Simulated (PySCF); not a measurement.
tetrafluoroborate (BF4), SMILES F[B-](F)(F)F, charge -1.

Coordinates come from a B3LYP-D3(BJ)/def2-SVPD optimisation.

All values below come from r2SCAN/def2-TZVPD (PySCF).

Gas-phase values at a fixed geometry.

Computed frontier levels, gap, dipole moment and polarisability:
| Item | Result |
|---|---|
| highest occupied level | -3.16 eV |
| lowest empty level | 4.32 eV |
| orbital gap | 7.49 eV |
| dipole moment about the centre of nuclear charge | 0.00 D |
| mean static polarisability | 25.2 bohr³ (3.73 Å³) |
| polarisability, principal values | 25.2, 25.2, 25.2 bohr³ |
